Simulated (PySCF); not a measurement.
These are PBE-D3(BJ)/def2-TZVP // PBE0-D4/def2-TZVP (PySCF) values and carry that method's errors. Isolated molecules, 0 K electronic values unless said otherwise. One relaxed conformer stands for a flexible species; it need not be the lowest. 

Reference species (SMILES): `[SeH]` (neutral, multiplicity 2).

| Property | Value |
|---|---|
| highest occupied spin orbital | -5.80 eV |

Changed species: `C=CC[S]` (C–C–C–S torsion 119°) (radical fragment; the reference has radical fragment).

**Question.** Predict the effect on the highest occupied spin orbital.

**Answer.** the highest occupied spin orbital rises by 0.36 eV, to -5.44 eV.
